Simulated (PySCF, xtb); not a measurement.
C4H8S, SMILES C1C(CS1)C.

Harmonic wavenumbers (cm⁻¹) from GFN2-xTB (xtb 6.7.1) at its own minimum, in rising order: 71, 213, 320, 414, 514, 738, 774, 831, 886, 904, 965, 986, 1012, 1115, 1149, 1182, 1185, 1197, 1277, 1322, 1410, 1449, 1456, 1494, 1497, 2956, 2990, 2992, 3013, 3015, 3032, 3033, 3037.

Problem. What does ωB97X-D3(BJ)/def2-SVP in PySCF 2.14.0 give at its own minimum? (An estimate is asked for; the answer gives what the named calculation found.)

Solution. 101, 240, 318, 420, 510, 746, 766, 855, 877, 930, 947, 1005, 1047, 1124, 1172, 1219, 1221, 1257, 1332, 1371, 1418, 1467, 1476, 1480, 1490, 3057, 3090, 3092, 3102, 3151, 3154, 3166, 3167. Paired by order, the mean absolute difference is 44 cm⁻¹ and the zero-point energies are 69.2 and 71.1 kcal/mol.
